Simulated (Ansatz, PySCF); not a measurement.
Dimer: HCl (SMILES Cl) (first 2 atoms) with Cl2 (SMILES ClCl); geometry from B3LYP-D3(BJ)/def2-TZVP, rigid monomers moved along the line of their centres of mass till Cl1···Cl4 is 2.88 Å.
(charge 0, multiplicity 1):
```xyz
4

Cl     0.424    -0.567    -0.332
H      0.011     0.630    -0.541
Cl    -0.146     0.499     4.416
Cl     0.120    -0.031     2.482
```

Counterpoise-corrected where a basis set is named; no monomer relaxation.

Rows in 6-31G* carry no dispersion term and start afresh at each structure (6-31G* with six Cartesian d functions).

The values were computed with Ansatz (a program for electronic structure); PySCF for 6-31G* rows. Values without a source in brackets are computed.

Problem. Give the interaction energy at the level HF/aug-cc-pV(D+d)Z.

Solution. 164 meV

Problem. Estimate the interaction energy that r2SCAN/def2-TZVPPD returns for this input.

Solution. -59 meV

Problem. Estimate the interaction energy that B3LYP/6-31G* returns for this input.

Solution. 32 meV
